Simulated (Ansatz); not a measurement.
Program: Ansatz. Geometries: PBE0-D4/def2-TZVP. ΔE: electronic, gas phase. CCSD(T)/CBS adds triple-zeta CCSD(T) − MP2 to the extrapolated MP2 energy (def2 sets, frozen cores). Functionals use def2-TZVPP. For Ge outer-core shells are correlated without core-valence functions, which leaves a few kJ/mol of doubt a bond. Scalar relativity is left out up to krypton. Each species was taken in one conformer, which may not be the lowest.

Consider the cleavage of the B–Ge bond: `[BH2][GeH2][SiH2][SiH3]` + `O[SiH2][GeH3]` → `BO[SiH2][GeH3]` + `[SiH3][SiH2][GeH3]`.

| level | ΔE (kJ/mol) |
| --- | --- |
| PBE-D4 | -139.8 |
| ωB97X-V | -148.9 |
| SCS-MP2/def2-TZVPP | -150.5 |
| SCS-MP2/def2-QZVPP | -149.4 |

(1) What does CCSD(T)/CBS give? (Best estimate.)

Largest T1 diagnostic among the species: 0.013.

## Answers

(1) Ansatz gave: -143.1 kJ/mol. The listed levels differ from it by 3.3, -5.8, -7.4, -6.3 kJ/mol.

In def2-TZVPP, CCSD(T) changes the Hartree–Fock value by +13.4 kJ/mol (the triples alone add +0.5 kJ/mol) and MP2 by +12.5 kJ/mol.
